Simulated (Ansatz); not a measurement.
Reaction (ligand exchange at a Ga–C bond): `B[CH]([GaH2])[SiH2]F` + H₂S → `[SH][GaH2]` + `BC[SiH2]F`

Program: Ansatz. Geometries: PBE0-D4/def2-TZVP. ΔE: electronic, gas phase. CCSD(T)/CBS is the MP2 limit (def2-TZVPP, def2-QZVPP) plus CCSD(T) − MP2 in def2-TZVPP, frozen cores. This one scheme is used for every species. Functionals use def2-TZVPP. For Ga outer-core shells are correlated without core-valence functions, which leaves a few kJ/mol of doubt a bond. Scalar relativity is left out up to krypton. Each species was taken in one conformer, which may not be the lowest.

| level | ΔE (kJ/mol) |
| --- | --- |
| PBE | -79.0 |
| HF/def2-TZVPP | -93.8 |

(1) What does CCSD(T)/CBS give? (Best estimate.)

Largest T1 diagnostic among the species: 0.013.

Results:

(1) Ansatz gave: -67.7 kJ/mol. The listed levels differ from it by -11.3, -26.1 kJ/mol.

In def2-TZVPP, CCSD(T) changes the Hartree–Fock value by +26.7 kJ/mol (the triples alone add +2.8 kJ/mol) and MP2 by +27.5 kJ/mol. The D4 term adds +9.2 kJ/mol with B3LYP and +5.1 kJ/mol with PBE0; it sums over pairs of atoms, weighted by their polarisabilities, and B3LYP, whose exchange is more repulsive, gets the larger term.

B3LYP here is the variant with VWN-RPA as its local correlation; programs differ in this.
